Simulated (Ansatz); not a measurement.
`N#[C][GeH2][C]#N` + `[SH][GeH3]` → `N#C[S][GeH3]` + `N#[C][GeH3]`  (substitution at a C–Ge bond)

Program: Ansatz. Geometries: PBE0-D4/def2-TZVP. ΔE: electronic, gas phase. CBS: MP2 limit from def2 TZ/QZ plus the TZ coupled-cluster correction, frozen cores. DFT in def2-TZVPP. For Ge outer-core shells are correlated without core-valence functions, which leaves a few kJ/mol of doubt a bond. Scalar relativity is left out up to krypton.

`N#[C][GeH2][C]#N`:

Cartesian coordinates in Å:
```
N -0.443 -1.662 2.140
C -0.238 -0.831 1.371
Ge 0.110 0.588 0.135
C 0.045 -0.200 -1.608
N 0.013 -0.643 -2.670
H -1.001 1.624 0.249
H 1.514 1.124 0.382
```

`[SH][GeH3]`:

Cartesian coordinates in Å:
```
S -0.924 0.479 1.372
Ge 0.446 0.055 -0.329
H -1.807 -0.477 1.038
H -0.281 0.262 -1.666
H 0.979 -1.384 -0.243
H 1.588 1.064 -0.172
```

`N#C[S][GeH3]`:

```xyz
7

N     0.544    0.596   -2.668
C    -0.202    0.217   -1.871
S    -1.308   -0.338   -0.734
Ge    0.062   -0.140    1.054
H     0.457    1.332    1.179
H     1.266   -1.054    0.824
H    -0.819   -0.612    2.215
```

`N#[C][GeH3]`:

Cartesian coordinates in Å:
```
N -0.295 -0.469 2.401
C -0.157 -0.250 1.279
Ge 0.073 0.117 -0.596
H -1.212 -0.324 -1.295
H 1.283 -0.693 -1.061
H 0.308 1.621 -0.728
```

```tsv
level	ΔE (eV)
ωB97X-V	0.36
HF/def2-TZVPP	0.51
```

Task: What does CCSD(T)/CBS give? (Best estimate.)

Result: The calculation gave: +0.40 eV. The listed levels differ from it by -0.04, 0.11 eV.

Task: What do rigid-rotor, harmonic-oscillator terms from PBE0-D4/def2-TZVP frequencies (298.15 K, 1 bar) make of the CCSD(T)/CBS value? (Best estimate.)

Result: Ansatz gave: ΔZPE = 0.00 eV, ΔH = +0.39 eV, ΔS = -8 J/(mol·K), ΔG = +0.42 eV.

Largest T1 diagnostic among the species: 0.014.

In def2-TZVPP, CCSD(T) changes the Hartree–Fock value by −0.07 eV (the triples alone add −0.03 eV) and MP2 by −0.10 eV. From BLYP to BHLYP (50 % exact exchange), in def2-TZVPP and without D4, ΔE moves by +0.12 eV. Leaving LDA and LC-ωPBE aside and taking each functional with its dispersion term where it has one, the values, not all of them listed here, spread over 0.18 eV, from revPBE-D4 to ωB97M-V. LDA lies −0.07 eV from PBE without D4.
